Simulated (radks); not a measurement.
Coulomb parameter of the 3d shell of neutral nickel in the model configuration [Ar] 3d8.5 4s1.5, as a second difference U = [E(n + 0.5) + E(n - 0.5) - 2 E(n)] / (0.5)^2 with all orbitals relaxed. "Bare": the charge of the atom changes with n. "Screened": the 4s shell takes up the change at fixed total charge, which measures U(3d,3d) + U(4s,4s) - 2 U(3d,4s). Calculated with a radial shooting solver on a logarithmic mesh with Libxc functionals: Dirac Kohn-Sham, PBE, spin-unpolarised, spherical densities, finite nucleus; open shells are shared between the two j in proportion to 2j + 1; Fermi nuclear charge, rms radius 3.7757 fm.

case	configuration	E - E(n) (eV)
start	[Ar] 3d8.5 4s1.5	0.000
bare +0.5	[Ar] 3d9 4s1.5	-1.892
bare -0.5	[Ar] 3d8 4s1.5	4.901
screened +0.5	[Ar] 3d9 4s1	-0.413
screened -0.5	[Ar] 3d8 4s2	1.183

U(bare) = 12.033 eV, U(screened by 4s) = 3.080 eV. The step up makes a negative ion, whose loosely bound charge lowers the bare value.
